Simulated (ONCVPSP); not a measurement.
**What one change does to a pseudopotential (lutetium (Lu), ONCV)**

* Element: Lu (Z = 71)
* Generator: ONCVPSP 4.0.1
* Type: optimised norm-conserving Vanderbilt (ONCV)
* Functional: PBEsol
* Relativity: scalar-relativistic
* Frozen core: [Kr] 4d10
* Valence charge: 25
* Reference configuration: 4f14 5s2 5p6 5d1 6s1.75 6p0.25
* Partial waves: 5s+6s: rc 2.05 bohr, ncon 4, nbas 8, qcut 5 1/bohr, 2 projectors; 5p+6p: rc 2.10 bohr, ncon 4, nbas 7, qcut 6.4 1/bohr, 2 projectors; 5d: rc 3.40 bohr, ncon 4, nbas 9, qcut 5.2 1/bohr, 3 projectors, debl 2.5 Ha; 4f: rc 0.60 bohr, ncon 5, nbas 10, qcut 16.6 1/bohr, 2 projectors, debl 1 Ha
* Local potential: polynomial inside 0.40 bohr (lpopt 2, dvloc0 -1 Ha)
* Core correction: polynomial model core, fcfact 0.55

Change: all radii but the core radius scaled by about 0.82 (s 1.68, p 1.72, d 2.78, f 0.48 bohr); local potential polynomial inside 0.32 bohr (lpopt 2, dvloc0 -1 Ha).

Cutoffs: the cutoffs (Ha) at which the residual kinetic energy of the hardest occupied pseudo-wave falls to 1 and 0.1 mHa per electron; they do not see the model core or the augmentation charge, which bear on the density cutoff. Errors are all-electron minus pseudo energies relative to the spin-unpolarised reference configuration.

What does the change do?

The potential gets harder (1213 Ha and 1410 Ha → 1903 Ha and 2240 Ha); both files keep a bound ghost (d, p, s); the lowest positive-energy flag moves from s at 32.6 eV to d at 193.4 eV; of the 4 tests that both files solve, the error grows in 1 and shrinks in 1 by more than 15 % and 0.3 meV (median size 1.0 → 1.8 meV). A smaller radius makes the pseudo-wave follow the all-electron one further in, where it bends more sharply, so more plane waves are needed.

```tsv
quantity	base	changed
cutoff, loose	1213 Ha	1903 Ha
cutoff, tight	1410 Ha	2240 Ha
loose cutoff by channel	s 8.4 Ha, p 9.3 Ha, d 7.8 Ha, f 1213 Ha	s 20 Ha, p 16 Ha, d 8.9 Ha, f 1903 Ha
bound ghosts	s, p, d	s, p, d
GHOST(+) flags under 300 eV	s at 32.6 eV	d at 193.4 eV
largest miss of a reference level, eV	0.02	0.08
error for 4f14 5s2 5p6 5d1 6s2 6p0, meV [ΔE -0.84 eV]	+0.1	+0.1
error for 4f14 5s2 5p6 5d1 6s1 6p0, meV [ΔE 6.55 eV]	-1.7	-1.7
error for 4f14 5s2 5p6 5d1 6s0 6p0, meV [ΔE 19.77 eV]	-9.4	-6.3
error for 4f14 5s2 5p6 5d1.5 6s1.5 6p0, meV [ΔE 0.64 eV]	-0.2	-1.8
rms error of d²Exc/dni dnj with the model core, mHa	1.56	1.12
```

 A true bound ghost makes a file unfit for plane-wave use even where its test errors are small: the radial tests pick states by their node count and pass the ghost by.
